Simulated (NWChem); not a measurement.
System meant: C$_{2}$H$_{3}$FO$_{2}$Sr

Input file for NWChem:

```
start job
memory heap 200 mb stack 900 mb global 1100 mb
geometry units angstroms noautoz
  Sr     0.083044    -1.130543    -0.000272
  F      1.218685    -2.920984    -0.000810
  C      0.173823     3.164466     0.000546
  C      0.139628     1.658531     0.000272
  O      0.140101     1.045677    -1.108045
  O      0.140646     1.045226     1.108318
  H     -0.301013     3.563557     0.905659
  H      1.228034     3.483982     0.002216
  H     -0.298554     3.563950    -0.905663
end
basis spherical
  * library def2-svp
end
dft
  xc xpbe96 cpbe96
  iterations 150
  mulliken
end
task dft energy
```

End of the output:

```
             Grid Information
             ----------------
          Grid used for XC integration:  medium
          Radial quadrature: Mura-Knowles
          Angular quadrature: Lebedev.
          Tag              B.-S. Rad. Rad. Pts. Rad. Cut. Ang. Pts.
          ---              ---------- --------- --------- ---------
          Sr                  2.00      123          12.0       590
          F                   0.50       49          14.0       434
          C                   0.70       49          13.0       434
          O                   0.60       49           9.0       434
          H                   0.35       45          14.0       434
          Grid pruning is: on
          Number of quadrature shells:   409
          Spatial weights used:  Erf1

          Convergence Information
          -----------------------
          Convergence aids based upon iterative change in
          total energy or number of iterations.
          Levelshifting, if invoked, occurs when the
          HOMO/LUMO gap drops below (HL_TOL):  1.00D-02
          DIIS, if invoked, will attempt to extrapolate
          using up to (NFOCK): 10 stored Fock matrices.

                    Damping( 0%)  Levelshifting(0.5)       DIIS
                  --------------- ------------------- ---------------
          dE  on:    start            ASAP                start
          dE off:    2 iters        150 iters           150 iters

      Screening Tolerance Information
      -------------------------------
          Density screening/tol_rho:  1.00D-10
          AO Gaussian exp screening on grid/accAOfunc:  14
          CD Gaussian exp screening on grid/accCDfunc:  20
          XC Gaussian exp screening on grid/accXCfunc:  20
          Schwarz screening/accCoul:  1.00D-08

      Superposition of Atomic Density Guess
      -------------------------------------

      charge =      38.0 Sr (Strontium)

      symmetry species            s     p     d     f
      number of basis functions = 6     6     5
      number of cont. functions = 4     3     2
      number of closed shells   = 5     3     1
      number of open shells     = 0     0     0
      open shell occupation     = 0     0     0
 ------------------------------------------------------------------------
 atomscf:atomd: error in atom scf                   0
 ------------------------------------------------------------------------
 ------------------------------------------------------------------------
  current input line :
    22: task dft energy
 ------------------------------------------------------------------------
 ------------------------------------------------------------------------
 This error has not yet been assigned to a category
 ------------------------------------------------------------------------
 For more information see the NWChem manual at https://nwchemgit.github.io

0:atomscf:atomd: error in atom scf:Received an Error in Communication
```

What is wrong, and how is it mended?

The program stopped with an error. Cause: the def2 basis of a heavy element holds valence functions alone and wants its effective core potential (without it all electrons must fit into that basis). This input runs:
```
start job
memory heap 200 mb stack 900 mb global 1100 mb
geometry units angstroms noautoz
  Sr     0.083044    -1.130543    -0.000272
  F      1.218685    -2.920984    -0.000810
  C      0.173823     3.164466     0.000546
  C      0.139628     1.658531     0.000272
  O      0.140101     1.045677    -1.108045
  O      0.140646     1.045226     1.108318
  H     -0.301013     3.563557     0.905659
  H      1.228034     3.483982     0.002216
  H     -0.298554     3.563950    -0.905663
end
basis spherical
  * library def2-svp
end
ecp
  Sr library def2-ecp
end
dft
  xc xpbe96 cpbe96
  iterations 150
  mulliken
end
task dft energy
```
It converges to -358.59838 Ha (PBE/def2-SVP with def2 effective core potentials on Sr).
